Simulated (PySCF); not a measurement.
Geometries of 2 isomers of C2H5F3P2Si, from PBE0-D3(BJ)/def2-SVP geometry optimisation, gas phase (PySCF). One conformer each, no zero-point energy, no frequencies.

Task: Which is lower in electronic energy at this level?
A.
```xyz
13
angstrom
F     -1.455   -1.471   -2.132
C     -1.823   -1.413   -0.877
F     -2.880   -2.143   -0.648
C     -1.176   -0.690    0.044
F     -1.654   -0.728    1.302
Si     0.334    0.389   -0.243
P      2.058   -0.542    0.892
P     -0.214    2.427    0.574
H      0.553    0.480   -1.715
H      3.007    0.383    0.355
H      2.314   -1.528   -0.112
H      1.146    2.869    0.628
H     -0.206    1.951    1.922
```
B.
```xyz
13
angstrom
F      3.848   -1.131    0.696
C      3.014   -0.223    0.180
F      3.466    0.094   -1.036
F      3.101    0.872    0.936
P      1.276   -0.992    0.026
P      0.216    0.478    0.937
C     -1.497   -0.193    0.729
Si    -2.292    0.427   -0.881
H     -2.100    0.178    1.574
H     -1.538   -1.295    0.736
H     -2.123    1.907   -0.990
H     -3.748    0.092   -0.882
H     -1.616   -0.232   -2.037
```

Result: B. That is `FC(F)(F)/P=P/C[SiH3]`, 9.8 kcal/mol below the other.

```csv
SMILES,atoms numbered as above,E (Eh),relative (kcal/mol),relative (kJ/mol),dipole (D)
FC(F)(F)/P=P/C[SiH3],[F:1][C:2]([F:3])([F:4])/[P:5]=[P:6]/[CH2:7][SiH3:8],-1349.59567,0.0,0.0,3.00
FC(F)=C(F)[SiH](P)P,[F:1][C:2]([F:3])=[C:4]([F:5])[SiH:6]([PH2:7])[PH2:8],-1349.58002,9.8,41.1,1.84
```

As drawn, the higher has a C=C bond outside aromatic rings, which the lower lacks.
